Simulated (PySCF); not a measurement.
Ligand exchange on a metal centre used in film growth or etching (Ta Cl-F). All species are isolated molecules in the gas phase.

All values below come from PBE-D3(BJ)/def2-TZVP // PBE-D3(BJ)/def2-SVP (PySCF). 

```
species                                  coordination number  LUMO (eV)
---------------------------------------  -------------------  ---------
0 of 5 Cl replaced by F                                    5      -4.48
1 of 5 Cl replaced by F ([Ta(Cl)4(F)])                     5      -4.19
2 of 5 Cl replaced by F                                    5      -4.28
3 of 5 Cl replaced by F ([Ta(Cl)2(F)3])                    5      -3.92
4 of 5 Cl replaced by F ([Ta(Cl)(F)4])                     5      -3.52
5 of 5 Cl replaced by F ([Ta(F)5])                         5      -3.53
```
